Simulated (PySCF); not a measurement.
C3H6OS, SMILES C[C@@H]1OCS1. Atoms are numbered in the order given.

```xyz
11

C     -1.9300     0.3692     0.1314
C     -0.6847    -0.3800    -0.2462
O     -0.0193    -0.9409     0.8704
C      1.2592    -0.3877     0.6827
S      0.7693     0.6481    -0.7512
H     -2.3872     0.8295    -0.7576
H     -1.6962     1.1555     0.8626
H     -2.6592    -0.3284     0.5737
H     -0.8998    -1.1515    -1.0091
H      1.6024     0.1908     1.5574
H      2.0182    -1.1474     0.4224
```
Charge 0, spin multiplicity 1.

The structure is a stationary point at PBE0-D3(BJ)/def2-SVP. The structure was generated by enumeration; whether it is a known compound was not checked.

All values below come from PBE/pcSseg-1 in PySCF.

GIAO shieldings, no solvent; atoms listed in one row are averaged. δ = σ(ref) − σ: ¹³C against TMS (σ = 182.0 ppm); ¹⁷O against H2O (σ = 334.3 ppm); ³³S against H2S (σ = 706.5 ppm); ¹H against TMS (σ = 31.49 ppm), references at their B3LYP-D3(BJ)/def2-TZVP geometries, non-relativistic.

Computed chemical shifts:
| nucleus | atoms | count | δ (ppm) |
|---|---|---|---|
| ¹³C | C2 | 1 | 92.1 |
| ¹³C | C4 | 1 | 76.1 |
| ¹³C | C1 | 1 | 32.8 |
| ¹⁷O | O3 | 1 | 85.0 |
| ³³S | S5 | 1 | 337.0 |
| ¹H | H9 | 1 | 6.48 |
| ¹H | H11 | 1 | 6.15 |
| ¹H | H10 | 1 | 5.72 |
| ¹H | H6, H7, H8 | 3 | 1.88 |
